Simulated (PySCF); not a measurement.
Ionisation energy along the 11-electron series

Calculated with PySCF 2.14 and a two-component X2C-1e Hamiltonian (Gaussian nucleus, no Breit or QED terms), each ion in its own even-tempered basis scaled to its charge; GMP2 freezes 1s2 and drops the highest virtual spinors. Values in eV. NIST values: (m) measured, (s) semi-empirical, (t) theoretical.

| ion | configuration | GHF (spin-free) | GMP2 (spin-free) | GHF (screened spin-orbit) | GMP2 (screened spin-orbit) | NIST |
| --- | --- | --- | --- | --- | --- | --- |
| Er⁵⁷⁺ | [Ne] 3s1 | 5819.2 | 5820.0 | 5818.8 | 5819.6 | 5815 ± 6 (t) |
| Yb⁵⁹⁺ | [Ne] 3s1 | 6240.4 | 6241.2 | 6239.9 | 6240.7 | 6236 ± 7 (t) |

Problem. Fill in the row of Tm⁵⁸⁺.

Solution. configuration: [Ne] 3s1; GHF (spin-free): 6027.7; GMP2 (spin-free): 6028.5; GHF (screened spin-orbit): 6027.3; GMP2 (screened spin-orbit): 6028.1; NIST: 6023 ± 6 (t).
